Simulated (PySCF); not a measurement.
Spin-rotation constants: `C[C@@H]1CO[C@H](C(=O)O)O1`, C5H8O4

Molfile (atoms numbered from 1):
```
C5H8O4
     RDKit          3D

 17 17  0  0  0  0  0  0  0  0999 V2000
   -1.7389   -0.4313   -1.0008 C   0  0  0  0  0  0  0  0  0  0  0  0
   -1.1822   -0.4154    0.4155 C   0  0  2  0  0  0  0  0  0  0  0  0
   -0.7337    0.9879    0.8765 C   0  0  0  0  0  0  0  0  0  0  0  0
    0.5320    0.7732    1.4742 O   0  0  0  0  0  0  0  0  0  0  0  0
    1.0666   -0.3469    0.8338 C   0  0  2  0  0  0  0  0  0  0  0  0
    1.8174    0.0817   -0.4467 C   0  0  0  0  0  0  0  0  0  0  0  0
    1.3181    0.6279   -1.3920 O   0  0  0  0  0  0  0  0  0  0  0  0
    3.1112   -0.2139   -0.3700 O   0  0  0  0  0  0  0  0  0  0  0  0
    0.0050   -1.2023    0.5296 O   0  0  0  0  0  0  0  0  0  0  0  0
   -2.6438    0.1688   -1.0437 H   0  0  0  0  0  0  0  0  0  0  0  0
   -1.0036   -0.0286   -1.6922 H   0  0  0  0  0  0  0  0  0  0  0  0
   -1.9730   -1.4520   -1.2900 H   0  0  0  0  0  0  0  0  0  0  0  0
   -1.9099   -0.8492    1.1131 H   0  0  0  0  0  0  0  0  0  0  0  0
   -1.3839    1.4286    1.6319 H   0  0  0  0  0  0  0  0  0  0  0  0
   -0.6425    1.6632    0.0178 H   0  0  0  0  0  0  0  0  0  0  0  0
    1.7720   -0.8505    1.5054 H   0  0  0  0  0  0  0  0  0  0  0  0
    3.5821    0.0709   -1.1722 H   0  0  0  0  0  0  0  0  0  0  0  0
  1  2  1  0
  2  3  1  0
  3  4  1  0
  4  5  1  0
  5  6  1  0
  6  7  2  0
  6  8  1  0
  5  9  1  0
  9  2  1  0
  1 10  1  0
  1 11  1  0
  1 12  1  0
  2 13  1  1
  3 14  1  0
  3 15  1  0
  5 16  1  1
  8 17  1  0
M  END
```

Method: GIAO OLYP/def2-SVP magnetisability, rotational g tensor and spin-rotation constants, non-relativistic, gas phase (PySCF 2.14.0). Geometry: GFN2-xTB.

(1) Give the nuclear spin-rotation constants along the inertial axes (H = +C I·J) beside the isotropic shieldings.

Answers

(1) Rotational constants 2.8287, 1.3642, 1.1973 GHz. A star marks the isotopologue with that one atom substituted, in its own axes.
| atom | isotope | Caa (kHz) | Cbb (kHz) | Ccc (kHz) | mean (kHz) | σ (ppm) |
| --- | --- | --- | --- | --- | --- | --- |
| H10 | 1H | -0.080 | -0.154 | -0.082 | -0.105 | 31.2 |
| H11 | 1H | -0.068 | -0.089 | -0.110 | -0.089 | 29.8 |
| H12 | 1H | -0.304 | -0.104 | -0.013 | -0.141 | 30.5 |
| H13 | 1H | -0.008 | -0.098 | -0.078 | -0.062 | 27.4 |
| H14 | 1H | -0.084 | -0.050 | -0.099 | -0.077 | 27.6 |
| H15 | 1H | -0.259 | -0.071 | 0.001 | -0.110 | 27.6 |
| H16 | 1H | -0.174 | -0.034 | -0.042 | -0.084 | 26.1 |
| H17 | 1H | -0.072 | -0.054 | -0.131 | -0.086 | 26.3 |
| C1 | 13C* | 0.404 | 0.167 | 0.167 | 0.246 | 172.1 |
| C2 | 13C* | 0.565 | 0.329 | 0.259 | 0.385 | 116.2 |
| C3 | 13C* | 0.546 | 0.302 | 0.267 | 0.371 | 120.8 |
| O4 | 17O* | -0.339 | -0.194 | -0.145 | -0.226 | 239.7 |
| C5 | 13C* | 0.710 | 0.366 | 0.296 | 0.458 | 92.0 |
| C6 | 13C* | 1.344 | 0.398 | 0.320 | 0.687 | 33.5 |
| O7 | 17O* | -1.268 | -0.511 | -0.250 | -0.676 | -23.7 |
| O8 | 17O* | -0.441 | -0.360 | -0.249 | -0.350 | 138.0 |
| O9 | 17O* | -0.363 | -0.205 | -0.142 | -0.237 | 234.4 |

For the geometry as given, no vibrational averaging.
